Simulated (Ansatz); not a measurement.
One change: `O/C=C\CBr` becomes `O/C=C/[SiH2][SiH3]`.

Ansatz, PBE0-D4/def2-TZVP geometries, multiplicity 1. Each molecule was computed in one conformer, which needn't be the lowest.

Scalar relativity is left out up to krypton.

| property | `O/C=C\CBr` |
| --- | --- |
| size of the dipole moment (B3LYP/def2-TZVPP) / D | 3.77 |
| size of the dipole moment (PBE/def2-TZVPP) / D | 3.76 |
| HOMO energy (ωB97M-V/def2-TZVPP) / eV | -8.99 |
| HOMO energy (PBE0/def2-TZVPP) / eV | -6.82 |
| LUMO energy (PBE0/def2-TZVPP) / eV | -0.47 |
| LUMO energy (ωB97M-V/def2-TZVPP) / eV | 1.58 |

Task: What does the change do to each property? (Estimate.)

Result: Computed: 
```json
{"property": "size of the dipole moment (B3LYP/def2-TZVPP) / D", "`O/C=C/[SiH2][SiH3]`": "2.45", "shift": "-1.32"}
{"property": "size of the dipole moment (PBE/def2-TZVPP) / D", "`O/C=C/[SiH2][SiH3]`": "2.53", "shift": "-1.23"}
{"property": "HOMO energy (ωB97M-V/def2-TZVPP) / eV", "`O/C=C/[SiH2][SiH3]`": "-8.96", "shift": "0.03"}
{"property": "HOMO energy (PBE0/def2-TZVPP) / eV", "`O/C=C/[SiH2][SiH3]`": "-6.84", "shift": "-0.02"}
{"property": "LUMO energy (PBE0/def2-TZVPP) / eV", "`O/C=C/[SiH2][SiH3]`": "-0.09", "shift": "0.38"}
{"property": "LUMO energy (ωB97M-V/def2-TZVPP) / eV", "`O/C=C/[SiH2][SiH3]`": "1.84", "shift": "0.26"}
```

Dipoles are sizes alone; their direction can turn.

B3LYP here is the variant with VWN-RPA as its local correlation; programs differ in this.

Spin–orbit coupling is left out; it splits and shifts lone-pair levels of the heavy atoms by tenths of an eV.
